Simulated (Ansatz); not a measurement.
One change: `C[CH2][Al]([NH2])[CH](C)C` becomes `C[CH2][In]([NH2])[CH](C)C`.

Ansatz, PBE0-D4/def2-TZVP geometries, multiplicity 1. Each molecule was computed in one conformer, which needn't be the lowest.

Elements past krypton have def2 core potentials.

```csv
property,`C[CH2][Al]([NH2])[CH](C)C`
size of the dipole moment (B3LYP/def2-TZVPP) / D,0.72
HOMO energy (B3LYP/def2-TZVPP) / eV,-6.51
size of the dipole moment (PBE/def2-TZVPP) / D,0.75
HOMO–LUMO gap (ωB97M-V/def2-TZVPP) / eV,10.60
LUMO energy (B3LYP/def2-TZVPP) / eV,0.03
HOMO energy (PBE0/def2-TZVPP) / eV,-6.70
```

(1) Give the same properties after the change, and the shifts. (An estimate is asked.)

## Answers

(1) Computed: 
```tsv
property	`C[CH2][In]([NH2])[CH](C)C`	shift
size of the dipole moment (B3LYP/def2-TZVPP) / D	0.38	-0.34
HOMO energy (B3LYP/def2-TZVPP) / eV	-6.26	0.25
size of the dipole moment (PBE/def2-TZVPP) / D	0.28	-0.47
HOMO–LUMO gap (ωB97M-V/def2-TZVPP) / eV	9.42	-1.18
LUMO energy (B3LYP/def2-TZVPP) / eV	-0.72	-0.75
HOMO energy (PBE0/def2-TZVPP) / eV	-6.45	0.25
```

With PBE0 the HOMO rises by 0.25 eV and the LUMO falls by 0.72 eV, so the gap narrows by about 0.97 eV. PBE moves the HOMO by 0.28 eV and ωB97M-V by 0.33 eV. Dipoles are sizes alone; their direction can turn.

B3LYP here is the variant with VWN-RPA as its local correlation; programs differ in this.
